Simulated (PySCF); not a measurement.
# Calculated NMR parameters of O=C(c1ccccc1)C1CC1

* Formula: C10H10O
* SMILES: O=C(c1ccccc1)C1CC1
* Point group of the computed structure: C1
* Degrees of unsaturation: 6
* Carbon signals: 7
* Proton signals: 6

Bonds (- single, = double, # triple, : aromatic): O1=C2, C2-C3, C3:C4, C4:C5, C5:C6, C6:C7, C7:C8, C2-C9, C9-C10, C10-C11, C8:C3, C11-C9. C4 carries H12; C5 carries H13; C6 carries H14; C7 carries H15; C8 carries H16; C9 carries H17; C10 carries H18, H19; C11 carries H20, H21. H18, H21 are cis to C2 on the ring; H19, H20 are trans to C2 on the ring.

Non-relativistic, gas phase, one averaged value for each set of equivalent atoms, a single conformation. NMR shieldings at PBE0/pcSseg-1/GIAO; coordinates at the GFN2-xTB level; PySCF 2.14.

Chemical shifts δ = σref − σ; TMS for $^{1}$H (σ = 31.72 ppm), $^{13}$C (σ = 186.93 ppm); H2O for $^{17}$O (σ = 336.08 ppm), all at this level.

```tsv
carbon	δC, type	δH (multiplicity)	HMBC from (2–3 bonds)	span of the C tensor (ppm)
C2	209.7, C	–	H12/H16, H17, H18/H21, H19/H20	204
C3	146.9, C	–	H12/H16, H13/H15, H17	209
C4/C8	134.0, CH	8.11 (d)	H12/H16, H14, H13/H15	230
C5/C7	133.6, CH	7.76 (m)	H12/H16, H14, H13/H15	235
C6	137.4, CH	7.80 (m)	H12/H16, H13/H15	241
C9	22.1, CH	2.40 (m)	H18/H21, H19/H20	87
C10/C11	15.0, CH2	H18 1.34 (m); H19 1.02 (m)	H17, H18/H21, H19/H20	54
```

Other nuclei:
| atoms | nucleus | environment | δ (ppm) | σ (ppm) |
| --- | --- | --- | --- | --- |
| O1 | $^{17}$O | ketone oxygen | 600.3 | -264.2 |

1. Carbon types of the structure: 2 × C, 6 × CH, 2 × CH2, which accounts for all hydrogens.
2. δC 209.7: ketone carbonyl carbon; the double bond to the heteroatom, with no lone-pair donor beside it, deshields it most.
3. δC 146.9: substituted aromatic carbon.
4. δC 137.4, 134.0, 133.6: aromatic CH; the aromatic region.
5. δC 22.1, 15.0: three-membered-ring carbon; carbons of three-membered rings are unusually shielded.
6. δH 8.11, 7.80, 7.76: hydrogen on an aromatic CH.

Shifts are as computed. Against solution values, carbons near 30 ppm lie about +3 ppm off and those near 130 ppm about +5 ppm. Of 1211 compounds with measured shifts, 218 miss one by over three times the rms of a fit or turn the order of signals round; such compounds aren't used in these exercises. Unscaled 17O shifts of doubly bonded oxygen tend to come out too high, by tens of ppm or more. Experimental scales use liquid or dissolved standards, which lie at an offset from isolated H2O (liquid H2O: subtract about 36 ppm). Multiplicities follow the n + 1 count of equivalent neighbours, as no J values were calculated; m marks all less simple cases, F and P coupling included.
